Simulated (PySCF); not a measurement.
**Distorted geometries of [Ce(H2O)3]3+**

[Ce(H2O)3]3+ (singlet in the valence; each metal's 4f electrons, 1 of them, lie in its core potential, out of spins and levels). PySCF 2.14.0, RKS PBE0, Ce lcecp-1-SVP with ECP47, O def2-SVP, H def2-SVP; non-relativistic Hamiltonian with scalar-relativistic core potentials where named; density fitting; no spin-orbit coupling. Relaxed geometry:

```xyz
10

Ce    0.0000    0.0000    0.0000
O     2.3796    0.0000    0.0000
H     2.9954   -0.7677    0.0665
H     2.9954    0.7677   -0.0665
O    -1.1898    2.0608    0.0000
H    -0.8329    2.9779    0.0665
H    -2.1625    2.2103   -0.0665
O    -1.1898   -2.0607    0.0000
H    -2.1625   -2.2102    0.0665
H    -0.8329   -2.9779   -0.0665
```

**Question.** Order these distorted geometries by energy above the relaxed one, lowest first.
A.
```xyz
10

Ce    0.0368   -0.0312    0.0220
O     2.2321   -0.0729    0.1181
H     3.0332   -0.9448    0.1365
H     3.0742    0.9474   -0.2041
O    -1.2143    2.0529    0.0488
H    -0.9897    3.0699    0.2313
H    -1.9318    2.2458   -0.0008
O    -1.3248   -2.1150   -0.3046
H    -2.2089   -2.2635   -0.1534
H    -0.7069   -2.8886    0.1061
```
B.
```xyz
10

Ce   -0.0213    0.0395    0.0092
O     2.3872   -0.0008   -0.0616
H     2.9875   -0.7435    0.1025
H     3.0089    0.7725   -0.0656
O    -1.2080    2.0131    0.0126
H    -0.8749    2.9607    0.0484
H    -2.1323    2.2329   -0.0762
O    -1.1949   -2.0784   -0.0286
H    -2.1532   -2.2279    0.0683
H    -0.7990   -2.9682   -0.0090
```
C.
```xyz
10

Ce    0.1759   -0.1403   -0.0114
O     2.3202    0.0147   -0.0274
H     2.8636   -0.8198   -0.0307
H     3.0140    0.6558   -0.1275
O    -1.1504    2.1704    0.2149
H    -0.8969    3.0478    0.0743
H    -2.0825    2.2560   -0.0786
O    -1.1485   -2.1856   -0.0234
H    -2.1286   -2.1361    0.1816
H    -0.9668   -2.8628   -0.1716
```

**Answer.** B (0.14 eV), C (4.25 eV), A (5.65 eV).

**Question.** Which forces (eV/Å) act in the one that lies 4.25 eV up?

**Answer.** 
```
Ce   -3.77   1.13   0.28
O     1.62  -2.06  -0.05
H     0.11   0.05   0.10
H     1.44   1.91  -0.14
O    -0.77  -3.90  -0.47
H     1.59   3.14  -0.09
H    -0.25  -0.39   0.32
O    -9.39  33.40   7.33
H     0.88  -0.53  -0.23
H     8.54 -32.74  -7.07
```
Forces carry noise of the integration grid, about 0.01 to 0.03 eV/Å.

A frequency check found unstable modes (1, the lowest at -7 cm⁻¹), so the relaxed geometry is a saddle point, or these are noise. An lcecp potential fixes the number of 4f electrons, so in runs with it no electron can move into or out of that shell.
